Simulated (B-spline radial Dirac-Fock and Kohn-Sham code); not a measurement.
# Elastic scattering of 107 eV electrons by the free arsenic atom

The computed values come from an atomic code on a B-spline grid: relativistic (Dirac) partial waves in the static field of the Dirac-Fock atom with Furness-McCarthy exchange, without polarisation or absorption potentials. Below a few hundred eV the neglected polarisation potential matters, most of all at small angles.

The run's input, task.json:

```json
{"items": [{
  "Z": 33,
  "q": 0,
  "cfg": [[1, 0, 2], [2, 0, 2], [2, 1, 6], [3, 0, 2], [3, 1, 6], [3, 2, 10], [4, 0, 2], [4, 1, 3]],
  "A": 75,
  "rrms": 4.0968,
  "do": "elastic",
  "energies": [[107.0, 0]],
  "theta": [0, 10, 20, 30, 40, 50, 60, 70, 80, 90, 100, 110, 120, 130, 140, 150, 160, 170, 180]
}]}
```

Launch: `python xray2_run.py task.json out`

```csv
θ (°),dσ/dΩ (Å²/sr),Sherman function
0,14.3,0.000
10,9.18,0.000
20,2.58,-0.002
30,0.323,-0.018
40,0.214,-0.012
50,0.392,0.006
60,0.354,0.014
70,0.171,0.026
80,0.0320,0.040
90,0.0327,-0.075
100,0.131,-0.039
110,0.216,-0.026
120,0.209,-0.022
130,0.121,-0.023
140,0.0272,-0.039
150,0.00335,0.020
160,0.0621,0.008
170,0.149,0.003
180,0.189,0.000
```

The total elastic cross section is 4.93 Å², the first transport cross section 1.68 Å² and the second, weighted with (3/2) sin²θ, 2.24 Å². The mean deflection is ⟨1 − cos θ⟩ = 0.341, and 15 % of the collisions scatter beyond 90°.

On this grid of angles the cross section has minima near 40°, 80°, 150°, from interference among the few low partial waves with large phase shifts.

Phase shifts modulo π (rad) for κ = −1 to −5: -0.973, 0.022, 0.523, 1.111, 0.515.
